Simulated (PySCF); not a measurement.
# C4H17N3Si3: full NMR table

```yaml
Formula: C4H17N3Si3
SMILES: CC(C)(C)[SiH]1N[SiH2]N[SiH2]N1
InChI: InChI=1S/C4H17N3Si3/c1-4(2,3)10-6-8-5-9-7-10/h5-7,10H,8-9H2,1-3H3
Degrees_of_unsaturation: 1
Carbon_signals: 2
Proton_signals: 6
```

Mapped SMILES: `[CH3:1][C:2]([CH3:3])([CH3:4])[SiH:5]1[NH:6][SiH2:7][NH:8][SiH2:9][NH:10]1` (H(Xn): hydrogen on atom n). Ha(Si7), Ha(Si9) are cis to C2 on the ring; Hb(Si7), Hb(Si9) are trans to C2 on the ring.

Calculated, not measured (PySCF 2.14.0 with density-fitted response routines): geometry from PBE0-D3(BJ)/def2-SVP, PBE0/pcSseg-1 with gauge-including orbitals. Non-relativistic Hamiltonian, no solvent model, one computed conformer, equivalent nuclei averaged.

Shifts are taken against calculated references (same method and geometry level): 1H, 13C, 29Si vs TMS; 15N vs NH3.

| carbon | δC, type | δH (multiplicity) | HMBC from (2–3 bonds) | span of the C tensor (ppm) |
| --- | --- | --- | --- | --- |
| C1/C3/C4 | 26.4, CH3 | 0.89 (s) | H(Si5), H(C1)/H(C3)/H(C4) | 40 |
| C2 | 16.8, C | – | H(Si5), H(C1)/H(C3)/H(C4) | 6 |

Other nuclei:
```
          atoms  nucleus                                                   environment  δ (ppm)  σ (ppm)
Ha(Si7)/Ha(Si9)       1H     hydrogen on a silicon bonded to 2 N, in a 6-membered ring     5.39    25.88
Hb(Si7)/Hb(Si9)       1H     hydrogen on a silicon bonded to 2 N, in a 6-membered ring     5.27    26.00
         H(Si5)       1H  hydrogen on a silicon bonded to C, 2 N, in a 6-membered ring     5.00    26.26
          H(N8)       1H   hydrogen on a nitrogen bonded to 2 Si, in a 6-membered ring     0.53    30.73
   H(N6)/H(N10)       1H   hydrogen on a nitrogen bonded to 2 Si, in a 6-membered ring     0.33    30.94
            Si5     29Si             silicon bonded to C, 2 N, H, in a 6-membered ring    -13.9    365.9
        Si7/Si9     29Si              silicon bonded to 2 N, 2 H, in a 6-membered ring    -33.3    385.3
         N6/N10      15N              nitrogen bonded to 2 Si, H, in a 6-membered ring     38.1    227.5
             N8      15N              nitrogen bonded to 2 Si, H, in a 6-membered ring     28.1    237.6
```

1. Carbon types of the structure: 1 × C, 3 × CH3, leaving 8 H on heteroatoms.
2. δC 26.4: methyl carbon; aliphatic region, no heteroatom directly attached.
3. δC 16.8: fully substituted sp3 carbon bonded to Si.
4. δH 5.39, 5.27: hydrogen on a silicon bonded to 2 N, in a 6-membered ring.
5. δH 5.00: hydrogen on a silicon bonded to C, 2 N, in a 6-membered ring.
6. δH 0.53, 0.33: hydrogen on a nitrogen bonded to 2 Si, in a 6-membered ring; exchangeable; this is the value without hydrogen bonding to other molecules.

OH and NH positions are those of a molecule without intermolecular hydrogen bonds; in solution they move with solvent, concentration and temperature, and exchange usually removes their couplings. Shifts are as computed. Against solution values, carbons near 30 ppm lie about +2 ppm off and those near 130 ppm about +5 ppm. Of 1309 compounds with measured shifts, 239 miss one by over three times the rms of a fit or turn the order of signals round; such compounds aren't used in these exercises. Experimental scales use liquid or dissolved standards, which lie at an offset from isolated NH3 (liquid NH3: subtract about 20 ppm). No couplings were computed; multiplicities are counted from neighbouring protons, with m where these are inequivalent, close in shift, in a saturated or five-membered ring or joined by F or P, and br s for small geminal =CH2 splittings.
